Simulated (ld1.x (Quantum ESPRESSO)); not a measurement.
Before and after: PAW potential for Ti (Z = 22)

```
Element                 : titanium
Generator               : ld1.x (Quantum ESPRESSO) 7.5
Type                    : PAW
Functional              : PBE
Relativity              : scalar-relativistic
Frozen core             : [Ne] 3s2
Valence charge          : 10
Reference configuration : 3p6 3d2 4s2 4p0
Partial waves           : 4s (bound): rcut 2.50, rcutus 3.05 bohr; 4s channel at 0.05 Ry: rcut 2.50, rcutus 3.05 bohr; 3p (bound): rcut 1.50, rcutus 1.55 bohr; 4p (bound, empty): rcut 1.50, rcutus 1.55 bohr; 3d (bound): rcut 1.65, rcutus 2.10 bohr; 3d channel at 2.4 Ry: rcut 1.65, rcutus 2.10 bohr
Local potential         : all-electron potential smoothed inside 2.15 bohr (lloc = -2)
Core correction         : a·sin(br)/r model core, default radius (ld1.x builds one for every PAW set, though the input has nlcc=.false.)
Augmentation charge     : PSQ, inside the norm-conserving radii
```

Change: all radii but the core radius scaled by about 0.94 (s 2.88, p 1.46, d 1.98 bohr, rcut 2.36/1.42/1.56); local potential all-electron potential smoothed inside 2.04 bohr (lloc = -2).

Cutoffs: the cutoffs (Ry, on a coarse ladder) from which the occupation-weighted sum of valence levels, in a spherical-Bessel basis at the reference potential, stays within 10 and 1 mRy of its value at 400 Ry; they do not see the model core or the augmentation charge, which bear on the density cutoff. Errors are all-electron minus pseudo energies relative to the spin-unpolarised reference configuration.

What does the change do?

The potential gets harder (35 Ry and 60 Ry → 35 Ry and 70 Ry); of the 7 tests that both files solve, the error grows in 2 and shrinks in 0 by more than 15 % and 0.3 meV (median size 4.8 → 11.7 meV); neither file shows a bound ghost. A smaller radius makes the pseudo-wave follow the all-electron one further in, where it bends more sharply, so more plane waves are needed.

| quantity | base | changed |
| --- | --- | --- |
| cutoff, loose | 35 Ry | 35 Ry |
| cutoff, tight | 60 Ry | 70 Ry |
| loose cutoff by channel (10 mRy a level) | s 6 Ry, p 30 Ry, d 18 Ry | s 6 Ry, p 30 Ry, d 21 Ry |
| bound ghosts | none | none |
| error for 3p6 3d2 4s1 4p0, meV [ΔE 7.35 eV] | -0.2 | +0.1 |
| error for 3p6 3d2 4s0 4p0, meV [ΔE 20.92 eV] | +3.6 | +4.7 |
| error for 3p6 3d1 4s0 4p0, meV [ΔE 47.87 eV] | -80 | -79 |
| error for 3p6 3d1 4s2 4p0, meV [ΔE 9.74 eV] | -4.8 | -15 |
| error for 3p6 3d3 4s0 4p0, meV [ΔE 7.39 eV] | -21 | -21 |
| error for 3p6 3d2 4s1.5 4p0, meV [ΔE 2.94 eV] | -0.2 | -0.1 |
| error for 3p6 3d3 4s1 4p0, meV [ΔE 1.11 eV] | -11 | -12 |
| lowest overlap eigenvalue by channel | s 0.40, p 0.33, d 0.88 | s 0.41, p 0.51, d 0.87 |
